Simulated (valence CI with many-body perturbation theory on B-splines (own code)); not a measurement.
Level structure of W⁶⁹⁺

Computed by configuration interaction combined with many-body perturbation theory (CI+MBPT): three valence electrons over a frozen Dirac-Fock core [He], a basis of 11 s, 11 p, 10 d, 8 f, 5 g, 2 h functions for each j, with the one-electron correlation potential Σ1 (screened to all orders), the two-electron term Σ2, the three-electron term Σ3, Breit, model QED; selected single and double excitations, second order for the rest, scaled by the run's own slope (own B-spline code, finite nucleus).

No measured spectrum was set against this ion. As an estimate, large intervals hold to a few tenths of a per cent, small ones and those within an open d or f shell to about a per cent.

Levels 91 to 135 of 165, with energies above the lowest level, (2s^2 2p1/2) J=1/2. "Leading %" is the weight of the configuration and term that name the level; weights of strongly mixed levels are sums over their largest components and can fall short. In the jj column 3d3/2^4 stands for four electrons in 3d with j = 3/2. Lifetimes count E1, E2, E3, M1 and M2 decay at the calculated energies, and are blank where another channel may lead or the interval is too uncertain; long ones can be off by a factor of two.

| No. | Configuration | Term | J | E (eV) | Leading % | g | Lifetime | Leading jj |
| --- | --- | --- | --- | --- | --- | --- | --- | --- |
| 91 | 2p²3p | ²P° | 1/2 | 13140 | 87 | 0.623 | 2.22 fs | 2p1/2 2p3/2 3p3/2 (99 %) |
| 92 | 2p²3d | ²G | 7/2 | 13146 | 55 | 0.997 | 18.7 fs | 2p1/2 2p3/2 3d3/2 (99 %) |
| 93 | 2p²3d | ²D | 5/2 | 13163 | 37 | 1.116 | 502 as | 2p1/2 2p3/2 3d3/2 (99 %) |
| 94 | 2p²3d | ²D | 3/2 | 13168 | 47 | 1.098 | 486 as | 2p1/2 2p3/2 3d3/2 (99 %) |
| 95 | 2p²3d | ²P | 1/2 | 13179 | 39 | 1.601 | 455 as | 2p1/2 2p3/2 3d3/2 (100 %) |
| 96 | 2p²3d | ⁴D | 7/2 | 13240 | 46 | 1.292 | 16.3 fs | 2p1/2 2p3/2 3d5/2 (100 %) |
| 97 | 2p²3d | ²G | 9/2 | 13258 | 65 | 1.163 | 56.2 fs | 2p1/2 2p3/2 3d5/2 (100 %) |
| 98 | 2p²3d | ²P | 3/2 | 13259 | 40 | 1.308 | 810 as | 2p1/2 2p3/2 3d5/2 (99 %) |
| 99 | 2p²3d | ²F | 5/2 | 13261 | 44 | 1.127 | 657 as | 2p1/2 2p3/2 3d5/2 (99 %) |
| 100 | 2p²3d | ²D | 5/2 | 13279 | 58 | 1.249 | 433 as | 2p1/2 2p3/2 3d5/2 (99 %) |
| 101 | 2p²3d | ²F | 7/2 | 13286 | 70 | 1.122 | 398 as | 2p1/2 2p3/2 3d5/2 (99 %) |
| 102 | 2p²3d | ²D | 3/2 | 13294 | 57 | 0.960 | 590 as | 2p1/2 2p3/2 3d5/2 (100 %) |
| 103 | 2p²3d | ²P | 1/2 | 13300 | 57 | 1.220 | 560 as | 2p1/2 2p3/2 3d5/2 (100 %) |
| 104 | 2p²3s | ⁴P | 5/2 | 14057 | 65 | 1.428 | 8.12 fs | 2p3/2^2 3s (100 %) |
| 105 | 2p²3s | ²P | 3/2 | 14068 | 55 | 1.153 | 3.01 fs | 2p3/2^2 3s (100 %) |
| 106 | 2p²3s | ²S | 1/2 | 14129 | 68 | 1.977 | 4.81 fs | 2p3/2^2 3s (100 %) |
| 107 | 2p²3p | ⁴P° | 3/2 | 14144 | 28 | 1.423 | 1.44 fs | 2p3/2^2 3p1/2 (100 %) |
| 108 | 2p²3p | ²D° | 5/2 | 14146 | 39 | 1.164 | 1.43 fs | 2p3/2^2 3p1/2 (100 %) |
| 109 | 2p²3p | ²P° | 1/2 | 14213 | 75 | 0.645 | 1.43 fs | 2p3/2^2 3p1/2 (100 %) |
| 110 | 2s²4s | ²S | 1/2 | 14313 | 98 | 1.991 | 5.18 fs | 2s^2 4s (98 %) |
| 111 | 2s²4p | ²P° | 1/2 | 14349 | 98 | 0.655 | 9.02 fs | 2s^2 4p1/2 (98 %) |
| 112 | 2s2p4s | ⁴P° | 1/2 | 14489 | 77 | 2.193 | 5.63 fs | 2s 2p1/2 4s (100 %) |
| 113 | 2s2p4s | ⁴P° | 3/2 | 14516 | 42 | 1.474 | 6.67 fs | 2s 2p1/2 4s (73 %) |
| 114 | 2s2p4p | ⁴D | 1/2 | 14521 | 66 | 0.416 | 4.54 fs | 2s 2p1/2 4p1/2 (100 %) |
| 115 | 2s2p4s | ²P° | 1/2 | 14529 | 87 | 0.869 | 5.85 fs | 2s 2p1/2 4s (100 %) |
| 116 | 2s²4p | ²P° | 3/2 | 14533 | 71 | 1.383 | 9.01 fs | 2s^2 4p3/2 (71 %) |
| 117 | 2s²4d | ²D | 3/2 | 14548 | 53 | 0.926 | 1.16 fs | 2s^2 4d3/2 (53 %) |
| 118 | 2p²3p | ⁴D° | 7/2 | 14554 | 65 | 1.301 | 2.12 fs | 2p3/2^2 3p3/2 (100 %) |
| 119 | 2p²3p | ²D° | 5/2 | 14554 | 52 | 1.300 | 2.06 fs | 2p3/2^2 3p3/2 (100 %) |
| 120 | 2p²3p | ²P° | 1/2 | 14555 | 54 | 1.255 | 1.98 fs | 2p3/2^2 3p3/2 (100 %) |
| 121 | 2s²4d | ²D | 3/2 | 14556 | 45 | 0.953 | 4.75 fs | 2s 2p1/2 4p1/2 (54 %) |
| 122 | 2s2p4p | ⁴P | 1/2 | 14564 | 42 | 1.762 | 5.42 fs | 2s 2p1/2 4p1/2 (100 %) |
| 123 | 2s²4d | ²D | 5/2 | 14601 | 98 | 1.192 | 1.43 fs | 2s^2 4d5/2 (98 %) |
| 124 | 2p²3p | ²P° | 3/2 | 14607 | 62 | 1.298 | 2.07 fs | 2p3/2^2 3p3/2 (100 %) |
| 125 | 2s²4f | ²F° | 5/2 | 14614 | 98 | 0.848 | 2.81 fs | 2s^2 4f5/2 (98 %) |
| 126 | 2p²3d | ²D | 3/2 | 14630 | 30 | 1.166 | 630 as | 2p3/2^2 3d3/2 (100 %) |
| 127 | 2p²3d | ²F | 7/2 | 14632 | 39 | 1.077 | 640 as | 2p3/2^2 3d3/2 (100 %) |
| 128 | 2p²3d | ⁴D | 5/2 | 14632 | 29 | 1.135 | 615 as | 2p3/2^2 3d3/2 (98 %) |
| 129 | 2p²3d | ⁴P | 1/2 | 14636 | 49 | 1.656 | 522 as | 2p3/2^2 3d3/2 (99 %) |
| 130 | 2p²3p | ²P° | 3/2 | 14637 | 63 | 1.311 | 2.02 fs | 2p3/2^2 3p3/2 (100 %) |
| 131 | 2s²4f | ²F° | 7/2 | 14637 | 98 | 1.135 | 2.91 fs | 2s^2 4f7/2 (98 %) |
| 132 | 2p²3d | ²D | 3/2 | 14700 | 68 | 0.820 | 658 as | 2p3/2^2 3d3/2 (97 %) |
| 133 | 2s2p4p | ⁴P | 3/2 | 14704 | 30 | 1.361 | 5.85 fs | 2s 2p1/2 4p3/2 (100 %) |
| 134 | 2s2p4d | ⁴F° | 3/2 | 14724 | 58 | 0.685 | 2.42 fs | 2s 2p1/2 4d3/2 (100 %) |
| 135 | 2p²3d | ²F | 7/2 | 14725 | 51 | 1.226 | 37.5 fs | 2p3/2^2 3d5/2 (100 %) |
